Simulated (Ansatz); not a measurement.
Relaxation of BBrH6Si (9 atoms, charge 0, multiplicity 1), to a largest force component of 0.03 eV/Å in at most 50 steps.

Method: RKS r2SCANh/def2-SVP in Ansatz 0.2.0.

```xyz
9
Properties=species:S:1:pos:R:3
B -0.668 -0.560 -1.001
Si 1.024 -0.084 -0.110
H -1.143 0.149 -1.852
H -1.200 -1.621 -0.794
H -0.564 0.987 1.826
Br -2.019 1.045 1.590
H 1.152 -0.631 1.280
H 1.274 1.390 -0.022
H 2.144 -0.675 -0.917
```

Where does it end, and by what steps?

It converged. After 10 steps the energy has fallen by 0.252 eV; H5 moved furthest, 0.84 Å. Joined: B1–Br6 (3.33 → 2.36 Å).

```
step  energy less start (eV)  largest force component (eV/Å)  accepted
   0                  0.0000                           1.202       yes
   1                 -0.0839                           0.304       yes
   2                 -0.1517                           0.456       yes
   3                 -0.1886                           0.650       yes
   4                 -0.1970                           0.629       yes
   5                 -0.2161                           0.358       yes
   6                 -0.2331                           0.150       yes
   7                 -0.2397                           0.157       yes
   8                 -0.2466                           0.105       yes
   9                 -0.2512                           0.087       yes
  10                 -0.2523                           0.027       yes
```

```xyz
9
Properties=species:S:1:pos:R:3
B -0.749 -0.341 -0.698
Si 1.172 -0.038 -0.170
H -1.194 0.279 -1.637
H -1.251 -1.415 -0.468
H -1.199 0.497 2.088
Br -1.904 0.925 0.923
H 1.414 -0.410 1.265
H 1.620 1.383 -0.308
H 2.091 -0.880 -0.995
```

The run took 34 s on 2 threads of Intel(R) Xeon(R) Platinum 8375C CPU @ 2.90GHz (Ice Lake), with other jobs on the host, peak memory 0.24 GiB.
